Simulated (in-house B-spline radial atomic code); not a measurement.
Configurations of Ni VIII (Ni7+), with energies counted from [Ar] 3d3. All numbers are computed (Dirac-Hartree-Fock, average of configuration; Fermi nucleus of rms radius 3.7757 fm) with a B-spline radial code for spherical atoms, not measured. Energies include first-order Breit, QED and recoil terms.

Occupations are held fixed; configurations that lie above the ionisation limit could autoionise.

| configuration | E - E(ref) (eV) | highest orbital | its <r> (bohr) |
| --- | --- | --- | --- |
| [Ne] 3s2 3p5 3d4 | 68.7 | 3d5/2 | 0.7254 |
| [Ar] 3d2 5s1 | 102.95 | 5s1/2 | 2.924 |
| [Ar] 3d2 4f1 | 103.34 | 4f7/2 | 2.115 |
| [Ar] 3d2 5p1 | 108.33 | 5p3/2 | 3.12 |
| [Ar] 3d2 6p1 | 126.43 | 6p3/2 | 4.87 |
| [Ar] 3d2 6g1 | 135.15 | 6g9/2 | 5.484 |
| [Ar] 3d2 7f1 | 141.13 | 7f7/2 | 8.168 |
| [Ar] 3d2 7g1 | 141.57 | 7g9/2 | 7.916 |
| [Ne] 3s2 3p5 3d3 5g1 | 192.03 | 5g9/2 | 3.427 |
| [Ne] 3s2 3p5 3d3 6f1 | 201.97 | 6f7/2 | 5.766 |

**Question.** Order these further configurations by energy, lowest first.
A. [Ne] 3s2 3p5 3d3 5f1
B. [Ar] 3d2 5f1
C. [Ar] 3d2 5g1
D. [Ne] 3s2 3p5 3d3 4s1
E. [Ne] 3s2 3p5 3d3 7g1

**Answer.** B (123.43 eV), D (123.77 eV), C (124.5 eV), A (190.92 eV), E (209.09 eV).

**Question.** How far above the reference does [Ar] 3d2 6s1 lie?

**Answer.** 123.65 eV; its least bound orbital is 6s1/2 with <r> = 4.594 bohr.

**Question.** How far above the reference does [Ne] 3s2 3p5 3d3 5s1 lie?

**Answer.** 170.51 eV; its least bound orbital is 5s1/2 with <r> = 2.925 bohr.

**Question.** How far above the reference does [Ne] 3s2 3p5 3d3 4f1 lie?

**Answer.** 170.8 eV; its least bound orbital is 4f7/2 with <r> = 2.111 bohr.
